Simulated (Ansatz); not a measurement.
Geometry optimisation, RKS LDA/def2-SVP in Ansatz.

The input (input.yaml):

```yaml
crystal:
  periodic: [false, false, false]
  atoms:
    - { symbol: B, position_ang: [-0.210846, 0.529159, -0.285158] }
    - { symbol: H, position_ang: [-0.073837, -0.257274, 1.97143] }
    - { symbol: H, position_ang: [0.850912, -0.048086, -0.435427] }
    - { symbol: O, position_ang: [-1.416906, -0.000811, -0.475569] }
    - { symbol: H, position_ang: [-1.391649, -0.948979, -0.709392] }
    - { symbol: Br, position_ang: [-0.150042, 2.482043, 0.131657] }
    - { symbol: H, position_ang: [0.063968, 0.458548, 1.98516] }
basis:
  gaussian: { orbitals: def2-SVP }
hamiltonian:
  xc: lda
relax:
  f_tol: 0.03
  max_steps: 50
```

Run as:

```bash
$ ansatz run input.yaml --threads 1 --pin off --max-ram 2048MiB --backend cpu --events-out ev --progress --plain --runs-dir out
```

**Question.** Where does it end, and by what steps?

**Answer.** The forces met the threshold. The force dipped under the threshold on the way, but the program's further checks kept it going. After 10 steps the energy has fallen by 0.158 eV; H2 moved furthest, 0.56 Å.

| step | energy less start (eV) | largest force component (eV/Å) | accepted |
| --- | --- | --- | --- |
| 0 | 0.0000 | 2.076 | yes |
| 1 | -0.1357 | 0.575 | yes |
| 2 | -0.1472 | 0.260 | yes |
| 3 | -0.1526 | 0.165 | yes |
| 4 | -0.1544 | 0.056 | yes |
| 5 | -0.1555 | 0.034 | yes |
| 6 | -0.1563 | 0.151 | yes |
| 7 | -0.1573 | 0.027 | yes |
| 8 | -0.1576 | 0.029 | yes |
| 9 | -0.1577 | 0.034 | yes |
| 10 | -0.1578 | 0.028 | yes |

```xyz
7
Properties=species:S:1:pos:R:3
B -0.255 0.574 -0.430
H 0.073 -0.282 2.513
H 0.790 -0.046 -0.521
O -1.458 0.043 -0.672
H -1.409 -0.902 -0.915
Br -0.183 2.416 0.055
H 0.112 0.413 2.153
```

Whether the end is a true minimum wasn't checked by a vibrational analysis.

The run took 12 s on 1 thread of Arm Neoverse V2 (shared host), peak memory 0.14 GiB.
